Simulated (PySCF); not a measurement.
**Worked example: oscillator strength and radiative lifetime**

Sn(H)(F)2(OH) (F2H2OSn), SMILES [OH][SnH]([F])[F].

Geometry optimised at B3LYP-D3(BJ)/def2-SVP. The def2 effective core potentials stand for the cores of Sn; spin–orbit coupling is left out. One conformer was computed; it need not be the lowest.

TDA-M06-2X/def2-SVPD run with PySCF puts the first singlet state with f over 0.02 at 6.77 eV (vertical), with the transition dipole (0.000, 0.000, 0.419) in atomic units.

Question: Find the oscillator strength, the wavelength and the radiative lifetime that this transition would have in vacuum if emission retraced absorption.

Answer: 
|μ|² = 0.1756 au, so |μ| = 1.06 D. ΔE = 6.77/27.211 = 0.2488 hartree. f = (2/3) ΔE |μ|² = 0.029 (the program prints 0.029).
λ = 1239.84/6.77 = 183 nm; ν = 54604 cm⁻¹.
Einstein's coefficient A = 0.6670 ν² f s⁻¹ (ν in cm⁻¹) = 5.8e7 s⁻¹, so τ = 1/A = 17 ns. This state is S1. The figure is the radiative limit of this one transition; relaxation, internal conversion, crossing to triplets and a medium change what is measured.
